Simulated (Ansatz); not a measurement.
Ta₂P₂. The state is a quintet with charge 0. Geometry PBE0-D4/def2-SVP; atoms count from 1.

```xyz
4

Ta    0.610    0.364    1.370
Ta   -0.417   -1.485    0.003
P     0.909    0.278   -1.059
P    -1.102    0.844   -0.314
```

In the def2 sets Ta takes a core potential; there is no spin–orbit coupling. At PBE0-D4/def2-TZVP a singlet of charge 0 lies 1.31 eV below the quintet, each at its own geometry. The structure comes from a short search, and lower isomers may exist.

(1) Estimate the Mulliken populations from the PBE0/def2-TZVP orbitals of Ansatz.

(2) Where does the spin sit?

(3) And the Mayer bond orders between heavy atoms (over 0.3)?

Answers

(1) 
```json
{"atom": "Ta1", "charge (e)": "0.26", "spin (α − β)": "2.08", "d electrons": "3.53"}
{"atom": "Ta2", "charge (e)": "0.26", "spin (α − β)": "2.08", "d electrons": "3.53"}
{"atom": "P3", "charge (e)": "-0.26", "spin (α − β)": "-0.08", "d electrons": "–"}
{"atom": "P4", "charge (e)": "-0.26", "spin (α − β)": "-0.08", "d electrons": "–"}
```
Mulliken values depend strongly on the basis.

(2) Summed by element: Ta 4.16, P -0.16, of 4 unpaired in all. Largest on single atoms: Ta1 2.08, Ta2 2.08, P3 -0.08.

(3) Ta1–Ta2 2.08 (2.52 Å); Ta1–P3 1.09 (2.45 Å); Ta1–P4 1.09 (2.45 Å); Ta2–P3 1.09 (2.45 Å); Ta2–P4 1.09 (2.45 Å); P3–P4 1.00 (2.22 Å).
